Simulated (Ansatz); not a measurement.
Total energies of `C[Si](C)(C)C#Cc1ccc(-c2ccc(-c3ccc(-c4ccc(-c5ccc(-c6ccc(C#C[Si](C)(C)C)o6)o5)o4)o3)o2)o1` from Ansatz at PBE0-D4/def2-TZVP, gas phase (1 Eh = 27.2114 eV = 2625.5 kJ/mol). The reference geometry is relaxed at PBE-D4/def2-SVP.

```csv
state,geometry,energy (Eh)
charge 0 singlet,reference,-2342.37711
charge 1 doublet,reference,-2342.16087
charge -1 doublet,reference,-2342.42430
free C atom (triplet),–,-37.80537
free Si atom (triplet),–,-289.24943
free O atom (triplet),–,-75.01860
free H atom (doublet),–,-0.50104
```

Single mean-field runs in def2-TZVP are fitted with def2-universal-jkfit.

**Question.** Work out the vertical ionisation energy to the doublet.

**Answer.** E(charge 1 doublet) − E(charge 0 singlet) = -2342.16087 − (-2342.37711) = 0.21624 Eh = 5.88 eV. For comparison, −ε of the highest occupied level is 4.96 eV at this level, 0.92 eV less.

**Question.** Work out the vertical electron affinity, to the doublet.

**Answer.** E(charge 0 singlet) − E(charge -1 doublet) = -2342.37711 − (-2342.42430) = 0.04719 Eh = 1.28 eV. The basis lacks diffuse functions, which makes affinities too small.

**Question.** Give the fundamental gap IE − EA, the Mulliken electronegativity (IE + EA)/2 and the hardness (IE − EA)/2.

**Answer.** From the values in Eh: IE − EA = 0.21624 − 0.04719 = 0.16905 Eh = 4.60 eV; (IE + EA)/2 = 3.58 eV; (IE − EA)/2 = 2.30 eV. The HOMO–LUMO gap of the same run is 2.86 eV, 1.74 eV smaller than the fundamental gap.

**Question.** What is the binding energy per atom against free atoms?

**Answer.** Atoms: 34 × (-37.80537) + 2 × (-289.24943) + 6 × (-75.01860) + 30 × (-0.50104) = -2329.02424 Eh. Binding: -2329.02424 − (-2342.37711) = 13.35287 Eh = 363.35 eV, or 5.05 eV for each of 72 atoms (no zero-point energy, no counterpoise term).
